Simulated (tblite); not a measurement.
Isomers of C8H16Si. Computed values, GFN2-xTB/tblite, gas phase, harmonic and unscaled. Against measured fundamentals such values can be off by several per cent, at times by over 20. Modes of hydrogen on silicon can be 10 to 20 % off. One conformer each.

Electronic energies: GFN2-xTB at the same geometries; isomer energies are rough at this level and their order can be wrong.

```
                       SMILES  electronic energy, lowest = 0 (kcal/mol)
  C=C[C@@]1(CCC)[SiH2][C@H]1C                                      43.3
C=CC[C@@H]1C[SiH2][C@@H](C)C1                                      13.0
    C=C(C)[C@@]1(C)CCC[SiH2]1                                      10.3
      C=C[C@H]1C[Si@H](CCC)C1                                      33.8
      C#C[C@@](C)(CC)C[SiH2]C                                      40.1
    C1CCC([C@@H]2CC[SiH2]2)C1                                       0.0
     CC(C)[C@@H]1C=CC[Si@H]1C                                      14.8
     C=C(C)/C=C(\[SiH3])C(C)C                                      26.4
    CC(C)(C)[C@H]1C=CC[SiH2]1                                       7.5
```

Q: How do GFN2-xTB zero-point energies change the relative energies?

A: 
| SMILES | ZPE (kcal/mol) | of it from modes above 1550 cm⁻¹ | electronic (kcal/mol) | with ZPE, lowest = 0 (kcal/mol) | lowest mode (cm⁻¹) | rings |
| --- | --- | --- | --- | --- | --- | --- |
| C1CCC([C@@H]2CC[SiH2]2)C1 | 136.9 | 66.2 | 0.0 | 0.0 | 31 | 2 |
| CC(C)(C)[C@H]1C=CC[SiH2]1 | 134.3 | 69.2 | 7.5 | 5.0 | 31 | 1 |
| C=C(C)[C@@]1(C)CCC[SiH2]1 | 134.8 | 69.3 | 10.3 | 8.3 | 67 | 1 |
| C=CC[C@@H]1C[SiH2][C@@H](C)C1 | 134.8 | 68.9 | 13.0 | 11.0 | 57 | 1 |
| CC(C)[C@@H]1C=CC[Si@H]1C | 135.3 | 70.2 | 14.8 | 13.2 | 31 | 1 |
| C=C(C)/C=C(\[SiH3])C(C)C | 131.5 | 70.7 | 26.4 | 21.0 | 11i | 0 |
| C=C[C@H]1C[Si@H](CCC)C1 | 135.2 | 70.3 | 33.8 | 32.1 | 24 | 1 |
| C#C[C@@](C)(CC)C[SiH2]C | 132.0 | 70.4 | 40.1 | 35.3 | 42 | 0 |
| C=C[C@@]1(CCC)[SiH2][C@H]1C | 133.9 | 69.7 | 43.3 | 40.3 | 50 | 1 |

The zero-point energies span 5.4 kcal/mol, from `C=C(C)/C=C(\[SiH3])C(C)C` to `C1CCC([C@@H]2CC[SiH2]2)C1`. Slightly imaginary modes are left out of the zero-point energy: `C=C(C)/C=C(\[SiH3])C(C)C` 10.5i cm⁻¹. The order is unchanged.

Q: What do entropy and thermal enthalpy add at 298.15 K and 1 bar (rigid rotor, harmonic oscillator, one conformer each)?

A: 
| SMILES | point group | symmetry number | S (cal/(mol K)) | H − H(0) (kcal/mol) | ZPE + H − H(0) − TS (kcal/mol) |
| --- | --- | --- | --- | --- | --- |
| C1CCC([C@@H]2CC[SiH2]2)C1 | C1 | 1 | 99.8 | 6.89 | 114.0 |
| CC(C)(C)[C@H]1C=CC[SiH2]1 | C1 | 1 | 102.4 | 7.67 | 111.5 |
| C=C(C)[C@@]1(C)CCC[SiH2]1 | C1 | 1 | 100.4 | 7.54 | 112.4 |
| C=CC[C@@H]1C[SiH2][C@@H](C)C1 | C1 | 1 | 102.9 | 7.56 | 111.7 |
| CC(C)[C@@H]1C=CC[Si@H]1C | C1 | 1 | 106.3 | 7.99 | 111.6 |
| C#C[C@@](C)(CC)C[SiH2]C | C1 | 1 | 111.1 | 8.84 | 107.7 |
| C=C[C@@]1(CCC)[SiH2][C@H]1C | C1 | 1 | 105.1 | 8.13 | 110.7 |

Not tabulated: `C=C(C)/C=C(\[SiH3])C(C)C` (lowest mode only 10i cm⁻¹); `C=C[C@H]1C[Si@H](CCC)C1` (lowest mode only 24 cm⁻¹).
